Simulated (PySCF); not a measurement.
# Deuteron quadrupole couplings in `C[C@@H]1CC[P@H+]1CP`

Compound: C₅H₁₃P₂ (charge +1).
Z-matrix (Å and degrees, GFN2-xTB geometry), rows numbered from 1:
```
C 
C   1  1.5156
C   2  1.5531  1  117.75
C   3  1.5505  2   97.62  1  -141.18
P   4  1.8231  3   89.12  2    19.27
C   5  1.8159  2  121.48  1  -101.92
P   6  1.9062  5  106.92  2   -51.80
H   1  1.0877  2  110.97  3   175.67
H   1  1.0878  2  109.50  3   -65.08
H   1  1.0885  2  111.24  3    54.49
H   2  1.0957  1  110.87  3   128.79
H   3  1.0872  2  114.31  1    97.66
H   3  1.0895  2  110.74  1   -24.99
H   4  1.0919  3  112.11  2   -92.83
H   4  1.0882  3  116.51  2   140.12
H   5  1.3852  2  110.57  1    29.61
H   6  1.0925  5  110.50  2  -175.97
H   6  1.0953  5  107.11  2    65.47
H   7  1.3947  6   94.37  5   -95.44
H   7  1.3903  6   93.60  5   171.22
```

Level: PBE0/pcSseg-1 (PySCF, non-relativistic); Q(2H) = 0.00286 b; rigid geometry, the same for H and D, with no vibrational averaging.

Question: Rank these positions by the coupling χzz of a deuteron there, largest first.
A. H11 (methine hydrogen)
B. H9 (methyl hydrogen)
C. H14 (methylene hydrogen)
D. H20 (P–H hydrogen)

Answer: B (207 kHz), C (201 kHz), A (193 kHz), D (133 kHz).

Question: What are Vzz, η and χzz (234.96 MHz × Q × Vzz) at all hydrogens?

Answer: 
```csv
atom,bonded to,bond length (Å),Vzz (au),η,χzz (kHz)
H8,C1,1.088,0.3093,0.03,208
H9,C1,1.088,0.3082,0.03,207
H10,C1,1.088,0.3070,0.04,206
H11,C2,1.096,0.2873,0.02,193
H12,C3,1.087,0.3068,0.02,206
H13,C3,1.090,0.3000,0.00,202
H14,C4,1.092,0.2995,0.02,201
H15,C4,1.088,0.3070,0.01,206
H16,P5,1.385,0.1939,0.03,130
H17,C6,1.092,0.3000,0.04,202
H18,C6,1.095,0.2947,0.04,198
H19,P7,1.395,0.1941,0.10,130
H20,P7,1.390,0.1985,0.09,133
```

Question: Average by the element that carries the hydrogen.

Answer: on C: 203 kHz over 10 positions, mean bond length 1.090 Å; on P: 131 kHz over 3 positions, mean bond length 1.390 Å.

Question: How does χzz go with the bond length over the 10 C–H bonds?

Answer: A straight-line fit has a slope of -14.0 kHz for each 0.01 Å, with a correlation coefficient of -0.94, over lengths from 1.087 to 1.096 Å. The longer bonds have the smaller couplings here.

The structure is a single GFN2-xTB conformer in the gas phase; no vibrational or solvent corrections. GFN2-xTB bond lengths can be off by several hundredths of an ångström, more for odd bonds, and the gradients follow them. A larger basis could move these couplings by a tenth or more.
